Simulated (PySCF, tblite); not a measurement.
Q: Write a Z-matrix for InChI=1S/C5H13PS/c1-5(2)6-4-7-3/h5-6H,4H2,1-3H3 as optimised with GFN2-xTB.

A: 
Z-matrix in Å and degrees, rows numbered from 1:
```
C 
S   1  1.8127
C   2  1.8288  1   98.10
P   3  1.8578  2  115.41  1  -171.35
C   4  1.8769  3  100.47  2   -48.82
C   5  1.5252  4  110.12  3   -74.66
C   5  1.5257  4  108.64  3   163.57
H   1  1.0869  2  109.57  3   -59.91
H   1  1.0850  2  106.68  3  -179.03
H   1  1.0869  2  109.69  3    61.78
H   3  1.0933  2  108.59  1    65.50
H   3  1.0932  2  107.53  1   -51.79
H   4  1.4012  3   94.53  2    46.43
H   5  1.0965  4  108.05  3    44.89
H   6  1.0893  5  110.46  4   -57.97
H   6  1.0886  5  110.19  4  -177.80
H   6  1.0884  5  111.05  4    62.51
H   7  1.0886  5  110.26  4   179.75
H   7  1.0888  5  110.86  4   -60.19
H   7  1.0889  5  110.43  4    59.87
```

Of the pairs four or more bonds apart, S2···H14 is among the closest relative to their van der Waals radii: 2.67 Å, 89 % of the sum of Bondi's values. P4 (phosphine phosphorus) is pyramidal (angles 100.5°, 94.5° and 94.3°, sum 289.3°, 0.85 Å off the plane of its three neighbours).

Structure optimised with GFN2-xTB, isolated species.

Point group: C1 (no symmetry element, even within 0.4 Å). Its GFN2-xTB frequencies are all real (lowest 31 cm⁻¹). The numbers are those of one conformer (C1–S2–C3–P4 -171°, S2–C3–P4–C5 -49°, C3–P4–C5–C6 -75°). 3 starts were optimised and ended at 0.00, 1.36 and 1.58 kcal/mol (GFN2-xTB); the lowest of these is shown.

The numbers are calculated, not measured.
